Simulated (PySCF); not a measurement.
B(Cl)(Me)(Et) (C₃H₈BCl), SMILES CCB(C)Cl.

The structure is a stationary point at r2SCAN-D4/def2-SVP. Other conformers were not sampled.

These are r2SCAN-D4/def2-SVP in PySCF values and carry that method's errors.

Frequencies are harmonic and unscaled.

A small imaginary wavenumber (i) marks a very flat motion, where grid noise or a shallow saddle decides the sign.

```tsv
mode	ν (cm⁻¹)	IR (km/mol)	Raman (Å⁴/amu)	depolarisation	moving atoms (share of kinetic energy)
1	4i	0.4	0.1	0.75	H 78 %, C 18 %
2	86	1.1	0.1	0.73	H 81 %, C 18 %
3	182	0.9	0.6	0.71	C 41 %, Cl 33 %, H 22 %
4	212	0.2	0.0	–	H 81 %, C 14 %
5	286	1.0	1.0	0.75	C 42 %, H 32 %, Cl 22 %
6	356	0.2	0.2	0.73	H 56 %, B 40 %
7	436	0.2	2.2	0.49	C 59 %, H 24 %, B 10 %
8	571	15.6	9.2	0.10	C 46 %, Cl 29 %, H 17 %, B 8 %
9	609	2.5	0.7	0.59	H 72 %, C 22 %
10	797	22.2	1.5	0.59	H 59 %, C 26 %, B 12 %
11	831	22.6	0.2	0.73	H 64 %, B 19 %, C 16 %
12	956	34.0	5.9	0.57	H 75 %, C 18 %
13	978	3.7	1.1	0.75	H 68 %, C 18 %, B 14 %
14	1040	21.7	1.1	0.38	C 54 %, H 23 %, B 23 %
15	1093	165.2	1.0	0.72	B 52 %, H 33 %, C 14 %
16	1121	45.4	2.6	0.53	H 47 %, B 30 %, C 23 %
17	1244	0.6	4.8	0.75	H 80 %, C 19 %
18	1299	41.6	6.8	0.56	H 67 %, C 31 %
19	1343	111.6	4.2	0.75	H 47 %, C 36 %, B 17 %
20	1385	2.7	7.7	0.69	H 86 %, C 13 %
21	1403	1.8	7.1	0.66	H 78 %, C 20 %
22	1425	3.3	14.5	0.74	H 94 %
23	1433	5.9	12.2	0.74	H 93 %
24	1472	14.5	13.1	0.74	H 95 %
25	1474	8.1	17.7	0.75	H 97 %
26	2989	24.8	121.6	0.07	H 94 %
27	3026	6.8	93.3	0.74	H 91 %, C 9 %
28	3027	0.8	158.0	0.01	H 97 %
29	3037	30.5	139.8	0.01	H 97 %
30	3112	3.3	81.7	0.72	H 91 %, C 9 %
31	3129	22.1	91.1	0.73	H 90 %, C 9 %
32	3133	17.5	48.4	0.75	H 91 %, C 9 %
33	3142	13.1	78.9	0.75	H 91 %, C 9 %
```
